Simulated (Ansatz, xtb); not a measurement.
Relative energy of two isomers of C6H11O+

Structure a is `CCC(C#[O+])CC`, a singlet and structure b is `CC(C)(C)CC#[O+]`, a singlet. Both are isolated ions in the gas phase, relaxed with B3LYP/def2-SVP; the shapes shown needn't be the lowest conformers.

a (Å):

| atom | x (Å) | y (Å) | z (Å) |
| --- | --- | --- | --- |
| C | -2.8540 | -0.1133 | -0.2284 |
| C | -1.4009 | -0.2525 | 0.2136 |
| C | -0.3990 | 0.7231 | -0.5021 |
| C | -0.4249 | 0.4811 | -1.9133 |
| C | 1.0824 | 0.6433 | 0.0144 |
| C | 2.0356 | 1.6506 | -0.6206 |
| O | -0.4264 | 0.2413 | -3.0111 |
| H | -3.2334 | 0.9093 | -0.0759 |
| H | -3.4853 | -0.7912 | 0.3645 |
| H | -3.0030 | -0.3859 | -1.2871 |
| H | -1.0318 | -1.2823 | 0.0856 |
| H | -1.2879 | -0.0059 | 1.2811 |
| H | -0.7675 | 1.7662 | -0.4053 |
| H | 0.9907 | 0.8160 | 1.0983 |
| H | 1.4377 | -0.3915 | -0.1126 |
| H | 2.1724 | 1.4812 | -1.7023 |
| H | 1.6962 | 2.6876 | -0.4712 |
| H | 3.0292 | 1.5588 | -0.1580 |

b (Å):

```yaml
atoms:
  - { symbol: C, position_ang: [-0.3517, -0.3361, -1.7054] }
  - { symbol: C, position_ang: [-1.0424, -0.9116, -0.4611] }
  - { symbol: C, position_ang: [-1.7299, -2.2496, -0.7773] }
  - { symbol: C, position_ang: [-2.0325, 0.0888, 0.1516] }
  - { symbol: C, position_ang: [0.0752, -1.2748, 0.6338] }
  - { symbol: C, position_ang: [0.8265, -0.1416, 1.0519] }
  - { symbol: O, position_ang: [1.3923, 0.7817, 1.3504] }
  - { symbol: H, position_ang: [0.3790, -1.0395, -2.1348] }
  - { symbol: H, position_ang: [-1.1065, -0.1334, -2.4798] }
  - { symbol: H, position_ang: [0.1580, 0.6212, -1.5010] }
  - { symbol: H, position_ang: [-2.2100, -2.6870, 0.1117] }
  - { symbol: H, position_ang: [-1.0267, -2.9857, -1.1968] }
  - { symbol: H, position_ang: [-2.5154, -2.0734, -1.5279] }
  - { symbol: H, position_ang: [-2.5132, -0.3090, 1.0592] }
  - { symbol: H, position_ang: [-1.5594, 1.0550, 0.3974] }
  - { symbol: H, position_ang: [-2.8302, 0.3031, -0.5753] }
  - { symbol: H, position_ang: [0.8093, -2.0042, 0.2383] }
  - { symbol: H, position_ang: [-0.3777, -1.7017, 1.5503] }
```

Task: Estimate which is lower in electronic energy at CCSD(T)/def2-SVP + ΔMP2/def2-TZVPP, and by roughly how much.

Result: Too close to call at this level: CCSD(T)/def2-SVP + ΔMP2/def2-TZVPP gives E(b) − E(a) = −2.79 kJ/mol.

Level by level:

```json
{"level": "GFN2-xTB", "geometry": "GFN2-xTB", "E(b) − E(a) (kJ/mol)": "−15.80", "departure from the last row (kJ/mol)": "−13.01", "job, with rough time for the two": "optimisation, 0.16 s"}
{"level": "HF/STO-3G", "geometry": "GFN2-xTB", "E(b) − E(a) (kJ/mol)": "+15.41", "departure from the last row (kJ/mol)": "+18.20", "job, with rough time for the two": "single point, 0.38 s"}
{"level": "r2SCAN-D4/def2-SVP", "geometry": "GFN2-xTB", "E(b) − E(a) (kJ/mol)": "−4.25", "departure from the last row (kJ/mol)": "−1.45", "job, with rough time for the two": "single point, 3.9 s"}
{"level": "B3LYP/def2-SVP", "geometry": "B3LYP/def2-SVP", "E(b) − E(a) (kJ/mol)": "+7.51", "departure from the last row (kJ/mol)": "+10.31", "job, with rough time for the two": "optimisation, 49 s"}
{"level": "HF/def2-SVP", "geometry": "B3LYP/def2-SVP", "E(b) − E(a) (kJ/mol)": "+8.98", "departure from the last row (kJ/mol)": "+11.77", "job, with rough time for the two": "part of the CCSD(T) run"}
{"level": "MP2/def2-SVP", "geometry": "B3LYP/def2-SVP", "E(b) − E(a) (kJ/mol)": "−4.69", "departure from the last row (kJ/mol)": "−1.90", "job, with rough time for the two": "part of the CCSD(T) run"}
{"level": "CCSD(T)/def2-SVP", "geometry": "B3LYP/def2-SVP", "E(b) − E(a) (kJ/mol)": "−2.30", "departure from the last row (kJ/mol)": "+0.49", "job, with rough time for the two": "single point"}
{"level": "CCSD(T)/def2-SVP + ΔMP2/def2-TZVPP", "geometry": "B3LYP/def2-SVP", "E(b) − E(a) (kJ/mol)": "−2.79", "departure from the last row (kJ/mol)": "", "job, with rough time for the two": "single point, 93 s"}
```

As drawn, both hold the same kinds of bond in the same numbers. Structure a has 2 methyl groups, b 3.

The largest departure from CCSD(T)/def2-SVP + ΔMP2/def2-TZVPP is that of HF/STO-3G, 18.20 kJ/mol. The last row adds to CCSD(T) the change of the MP2 difference between the two basis sets, here −0.49 kJ/mol.

With thermal terms from frequencies at re-optimised GFN2-xTB minima (ideal gas, soft modes damped towards free rotors, one conformer each, 298.15 K, 1 atm): on the last row, ΔE + ΔZPE = −5.36, ΔH = −6.02, ΔG = −1.78 kJ/mol.

The correlated steps freeze 7 core orbitals. Run with Ansatz 0.2.0, xtb 6.7.1; the last row on 4 threads of Arm Neoverse V1 on a shared host.
